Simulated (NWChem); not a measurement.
Species: CNO, doublet; SMILES [N]=C=O

Program: NWChem. Spin-unrestricted. The state is orbitally degenerate and is run as one real component. No stability test was run on the SCF state. The level has its own optimisation; frequencies are unscaled.

Estimate the computed values for CAM-B3LYP/def2-SVP. Quantities: r C–N (Å); r C–O (Å); highest harmonic frequency (cm⁻¹); lowest (cm⁻¹); zero-point energy (kcal/mol).


```
Property                           Result
---------------------------------  ------
r C–N (Å)                           1.213
r C–O (Å)                           1.183
highest harmonic frequency (cm⁻¹)    2043
lowest (cm⁻¹)                         551
zero-point energy (kcal/mol)          6.4
```
